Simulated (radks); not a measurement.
Values are calculated unless marked as measured or tabulated.
Q: Radial electron density D(r) = 4 pi r^2 rho(r) of an atom or ion with 34 electrons. Code: a radial shooting solver on a logarithmic mesh with Libxc functionals. Model: scalar-relativistic Kohn-Sham, PBE, spin-unpolarised, spherical densities, point nucleus.

| r (bohr) | D(r) (e/bohr) |
|---|---|
| 0.005475 | 8.628 |
| 0.007187 | 12.95 |
| 0.009358 | 18.54 |
| 0.01219 | 25.37 |
| 0.01599 | 32.97 |
| 0.02083 | 39.44 |
| 0.02734 | 43.15 |
| 0.0356 | 42.51 |
| 0.04672 | 38.51 |
| 0.06084 | 35.63 |
| 0.07922 | 38.52 |
| 0.104 | 46.92 |
| 0.1354 | 51.63 |
| 0.1777 | 44.64 |
| 0.2314 | 32.16 |
| 0.3038 | 28.36 |
| 0.3955 | 33.76 |
| 0.515 | 33.38 |
| 0.676 | 21.93 |
| 0.8803 | 10.51 |
| 1.155 | 5.565 |
| 1.505 | 4.491 |
| 1.975 | 3.160 |
| 2.572 | 1.472 |
| 3.348 | 0.4211 |
| 4.395 | 0.06498 |
| 5.723 | 0.005084 |

What is the nuclear charge?

A: Z = 35. The innermost maximum, from 1s, lies near gamma/Z bohr with gamma = sqrt(1 - (Z/c)^2) = 0.967, here 0.0276 bohr (found: 0.0299), and its height grows with Z. The density is that of the bromine ion Br+ in [Ar] 3d10 4s2 4p4; the configuration itself is not fixed sharply by these data, and Z only to about a unit. D(r) has 3 maxima, at r = 0.0299, 0.134, 0.450 bohr, and minima at 0.0623, 0.285 bohr, inside which lie 2.07, 11.01 electrons.
